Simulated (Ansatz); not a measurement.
**Redistribution: C2H3ClO + C2H4ClI → C2H3IO + C2H4Cl2**

Species: C2H3ClO (acetyl chloride) `CC(=O)Cl`, singlet; C2H4ClI `CC(Cl)I`, singlet; C2H3IO (acetyl iodide) `CC(=O)I`, singlet; C2H4Cl2 (1,1-dichloroethane) `CC(Cl)Cl`, singlet. The partners trade Cl for I; both sit on C, so the bond types are kept.

Shapes, held fixed at every level: PBE0-D4/def2-TZVP. Programs: Ansatz 0.2.0. The zero-point and thermal change to 298 K, harmonic and unscaled (PBE0-D4/def2-TZVP), is +0.2 kJ/mol.

```
                level                    kind  ΔH(298 K) (kJ/mol)  less CCSD(T)/def2-TZVPP  CPU time (sum over the molecules)
  BHLYP-D4/def2-TZVPP           global hybrid                +6.8                     -0.9                               33 s
r2SCAN0-D4/def2-TZVPP           global hybrid                +5.0                     -2.7                               49 s
   wB97M-V/def2-TZVPP  range-separated hybrid                +7.7                      0.0                            1.8 min
   wB97X-V/def2-TZVPP  range-separated hybrid                +8.0                     +0.3                               75 s
    B2PLYP/def2-TZVPP           double hybrid                +4.4                     -3.3                               51 s
       MP2/def2-TZVPP     perturbation theory                +8.1                     +0.4                                  –
   CCSD(T)/def2-TZVPP   coupled cluster or CI                +7.7                      0.0                             15 min
```

The highest level, CCSD(T)/def2-TZVPP, gives ΔH(298 K) = +7.7 kJ/mol; the levels span +4.4 to +8.1. The column of differences is taken from that level and isn't an error. No measured value is set beside it here. For atoms past krypton def2 sets carry core potentials with scalar relativity. Outer-core shells of I are correlated, in sets that cover them unevenly. Times are processor times on shared x86 and Arm servers, and rough.
